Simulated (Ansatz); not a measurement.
Geometry optimisation, RKS PBE-D4/def2-SVP in Ansatz 0.2.0.

The input (input.yaml):

```yaml
crystal:
  periodic: [false, false, false]
  atoms:
    - { symbol: B, position_ang: [0.0, 0.0, 0.0] }
    - { symbol: F, position_ang: [0.0, 0.0, 1.67] }
    - { symbol: F, position_ang: [1.1431, 0.0, -0.66] }
    - { symbol: F, position_ang: [-1.1431, 0.0, -0.66] }
    - { symbol: Cl, position_ang: [0.0903, -2.0478, 0.6811] }
    - { symbol: H, position_ang: [0.047, -1.0669, 1.6505] }
basis:
  gaussian: { orbitals: def2-SVP }
hamiltonian:
  xc: pbe
  dispersion: d4
relax:
  f_tol: 0.15
  max_steps: 25
  restrain:
    - { distance: [0, 4], at: 3.06, k: 30.0 }
    - { distance: [5, 1], at: 2.12, k: 30.0 }
    - { distance: [0, 1], at: 1.32, k: 30.0 }
    - { distance: [5, 4], at: 1.37, k: 30.0 }
```

Run as:

```bash
$ ansatz run input.yaml --threads 1 --pin off --max-ram 2048MiB --backend cpu --events-out ev --progress --plain --runs-dir out
```

Problem. Where does it end, and by what steps?

Solution. It converged. The restraints hold the end off the free minimum; the threshold counts their pulls, which the force column leaves out. Restrained pairs: B1–Cl5 (2.16 → 3.06 Å), F2–H6 (1.07 → 2.12 Å), B1–F2 (1.67 → 1.33 Å), Cl5–H6 (1.38 → 1.34 Å). After 7 steps the energy has fallen by 2.386 eV (the restraints' own energy left out); Cl5 moved furthest, 0.65 Å.

| step | energy less start (eV) | largest force component (eV/Å) | accepted |
| --- | --- | --- | --- |
| 0 | 0.0000 | 6.437 | yes |
| 1 | -1.0740 | 3.109 | yes |
| 2 | -1.7693 | 2.982 | yes |
| 3 | -2.1535 | 2.292 | yes |
| 4 | -2.2765 | 2.125 | yes |
| 5 | -2.3372 | 1.194 | yes |
| 6 | -2.3749 | 0.798 | yes |
| 7 | -2.3857 | 0.822 | yes |

```xyz
6
Properties=species:S:1:pos:R:3
B 0.002 0.264 -0.025
F 0.010 0.432 1.294
F 1.143 0.285 -0.692
F -1.151 0.164 -0.662
Cl 0.080 -2.636 0.947
H 0.054 -1.624 1.820
```

Run time: 15 s on 1 thread of Intel(R) Xeon(R) Platinum 8375C CPU @ 2.90GHz (Ice Lake), with other jobs on the host, peak memory 0.15 GiB.
